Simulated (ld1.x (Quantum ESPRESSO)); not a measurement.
Debugging a pseudopotential input (In (Z = 49), ld1.x (Quantum ESPRESSO) 7.5)

Command:

```bash
ld1.x < In.in > In.out
```

Input:

```
&input
   title='In', zed=49., rel=1, dft='PBE', iswitch=3, isic=1,
   config='[Kr] 4d10 5s1.5 5p1.5 5d-2',
   nld=3, rlderiv=3.40, eminld=-3.0, emaxld=5.0, deld=0.02
 /
 &inputp
   pseudotype=2, tm=.true., lloc=-1, rcloc=2.30,
   nlcc=.false.,
   file_pseudopw='In.UPF', file_wfcaegen='ae.wfc', file_wfcncgen='nc.wfc', file_beta='beta', file_chi='chi'
 /
3
5S  1  0   1.50   0.00  1.70  1.70  0.0
5P  2  1   1.50   0.00  2.95  2.95  0.0
5D  3  2  -2.00   0.05  3.15  3.15  0.0
 &test
   configts(1)='5s1.5 5p1.5'
 /
```

Output:

```
Program LD1 v.7.5

 %%%%%%%%%%%%%%%%%%%%%%%%%%%%%%%%%%%%%%%%%%%%%%%%%%%%%%%%%%%%%%%%%%%%%%%%%%%%%%
     Error in routine ld1_readin (1):
     SIC available with all-electron only
 %%%%%%%%%%%%%%%%%%%%%%%%%%%%%%%%%%%%%%%%%%%%%%%%%%%%%%%%%%%%%%%%%%%%%%%%%%%%%%

     stopping ...
```

Q: This input was made by a single change from one that runs to its end. What was changed?

A: The change: self-interaction correction asked for in a generation. The program refuses the input: "ld1_readin: SIC available with all-electron only".
